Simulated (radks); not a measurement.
Results of a calculation; reference values are marked as such.
Problem. Numerical settings for the germanium ion Ge+, [Ar] 3d10 4s2 4p1. Code: a radial shooting solver on a logarithmic mesh with Libxc functionals. Model: scalar-relativistic Kohn-Sham, r2SCAN, spin-unpolarised, spherical densities, finite nucleus; meta-GGA in the generalised Kohn-Sham scheme; Fermi nuclear charge, rms radius 4.0742 fm. The defaults (mesh step 0.008 in ln r, mesh end at 40 bohr or more with all orbitals vanishing there, Anderson mixing 0.5 over 9 steps, residual threshold near 1e-9 with the energy settled to 1e-9 hartree or 1e-11 of itself, here a cap of 83 iterations) give E = -2098.887 hartree and 4p at -11.236 eV in 14 iterations. Run on one thread of a shared host, so times are rough (Arm Neoverse N1): 0.13 s of CPU time, 0.13 s wall, 14 iterations on 2259 mesh points. One setting is changed at a time: mesh step in ln r 0.12; mesh step in ln r 0.08; mesh step in ln r 0.003; mesh end (bohr) 12; mesh end (bohr) 400; residual threshold 1e-13; residual threshold 0.001; mixing 0.01; linear mixing, mixing 0.5; linear mixing, mixing 0.2; mixing history 2; iteration cap 3. Which runs fail to converge, and which converge to a wrong energy?

Solution. Not converged within the cap: mesh step in ln r 0.12; mesh step in ln r 0.08; residual threshold 1e-13; iteration cap 3. No run marked as converged misses the energy by more than 1 mhartree.
